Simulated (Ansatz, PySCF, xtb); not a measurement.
Reaction (SMILES): CC(F)(F)C=O [2,2-difluoropropanal] + 6 [H][H] (H2) -> 3 C (CH4) + 2 F (HF) + O (H2O)
Structures are relaxed separately at B3LYP-D3(BJ)/def2-TZVP in Ansatz (a quantum-chemistry and plane-wave program), one conformer each, not searched for the lowest.

Property: energy of full hydrogenation (enthalpy at 298 K, with B3LYP-D3(BJ) rigid-rotor harmonic-oscillator terms from PySCF), in kJ/mol. Correlated levels leave the core frozen unless marked. Spin-orbit coupling is left out. No relativistic terms. CBS(X,Y): correlation extrapolated as X^-3; Hartree-Fock from the larger set. The bracket is a focal-point correction in the basis named.

```
level                                                     program  energy of full hydrogenation (kJ/mol)
-------------------------------------------------  --------------  -------------------------------------
GFN1-xTB                                                      xtb                                 -499.4
GFN2-xTB                                                      xtb                                 -383.5
PBE0-D4/def2-TZVPD                                 Ansatz + dftd4                                 -415.9
r2SCANh/def2-TZVPD                                         Ansatz                             (withheld)
CAM-B3LYP-D3(BJ)/def2-TZVPD                        Ansatz + dftd3                             (withheld)
wB97M-V/def2-TZVPD                                         Ansatz                             (withheld)
B2GP-PLYP/def2-TZVPD                                       Ansatz                             (withheld)
SCS-MP2/6-31G                                              Ansatz                                 -324.2
CCSD/STO-3G                                                Ansatz                                  -79.2
RI-MP2/CBS(cc-pVTZ,cc-pVQZ)+[CCSD(T)-MP2]/cc-pVTZ          Ansatz                                 -414.6
```

### Question
Complete the blanks.

### Answer

- r2SCANh/def2-TZVPD, energy of full hydrogenation (kJ/mol): -392.3
- CAM-B3LYP-D3(BJ)/def2-TZVPD, energy of full hydrogenation (kJ/mol): -399.3
- wB97M-V/def2-TZVPD, energy of full hydrogenation (kJ/mol): -393.9
- B2GP-PLYP/def2-TZVPD, energy of full hydrogenation (kJ/mol): -401.5
